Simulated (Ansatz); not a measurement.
Reaction (cleavage of the Si–Si bond): `O[SiH](O)[SiH](O)F` + `C[SiH](O)O` → `C[Si@H](O)O[Si@@H](O)F` + `O[SiH2]O`

Calculated with Ansatz (gas phase, PBE0-D4/def2-TZVP geometries, no zero-point term in ΔE). CCSD(T)/CBS is the MP2 limit (def2-TZVPP, def2-QZVPP) plus CCSD(T) − MP2 in def2-TZVPP, frozen cores. DFT in def2-TZVPP. One conformer a species, not always the lowest.

`O[SiH](O)[SiH](O)F`:

```xyz
11

O     1.698    0.518   -1.354
Si    0.831   -0.477   -0.372
O     1.199   -0.287    1.232
Si   -1.465    0.029   -0.260
O    -1.673    0.948    1.079
F    -2.285   -1.343   -0.148
H     1.547    1.463   -1.290
H     1.209   -1.834   -0.839
H     2.060   -0.570    1.544
H    -2.065    0.783   -1.386
H    -1.055    0.771    1.795
```

`C[SiH](O)O`:

```xyz
10

C     1.262    0.026    0.497
Si   -0.304   -0.086   -0.486
O    -1.187   -1.271    0.239
O    -1.119    1.344   -0.551
H     1.050    0.251    1.546
H     1.804   -0.922    0.464
H     1.914    0.808    0.102
H    -0.069   -0.404   -1.916
H    -2.016   -1.516   -0.175
H    -1.334    1.770    0.280
```

`C[Si@H](O)O[Si@@H](O)F`:

Cartesian coordinates in Å:
```
C 0.088 -1.251 -1.773
Si 0.281 0.383 -0.940
O 1.691 0.349 -0.066
O -0.962 0.631 0.102
Si -1.144 0.552 1.716
O 0.051 -0.312 2.396
F -1.128 2.046 2.263
H -0.874 -1.312 -2.286
H 0.134 -2.060 -1.038
H 0.881 -1.412 -2.507
H 0.321 1.526 -1.884
H 2.193 1.164 -0.015
H -2.436 -0.038 2.079
H 0.905 -0.266 1.952
```

`O[SiH2]O`:

```xyz
7

O    -1.082    0.966    0.004
Si    0.297    0.123    0.290
O     0.440   -1.231   -0.629
H    -1.187    1.372   -0.857
H     1.499    0.915   -0.059
H     0.221   -0.206    1.732
H    -0.188   -1.939   -0.480
```

```
          level  ΔE (kcal/mol)
         PBE-D4          -32.9
CCSD/def2-TZVPP          -41.6
```

Problem. What does CCSD(T)/CBS give? (An estimate is asked.)

Solution. The calculation gave: -40.4 kcal/mol. The listed levels differ from it by 7.5, -1.2 kcal/mol.

Largest T1 diagnostic among the species: 0.013.

From PBE to PBE0 (25 % exact exchange), in def2-TZVPP and without D4, ΔE moves by −3.2 kcal/mol. In def2-TZVPP, CCSD(T) changes the Hartree–Fock value by +5.0 kcal/mol (the triples alone add +0.7 kcal/mol) and MP2 by +3.7 kcal/mol.

CCSD(T)/CBS has its own doubt, a few kJ/mol and more with outer-core shells, so smaller differences from it don't rank the levels.
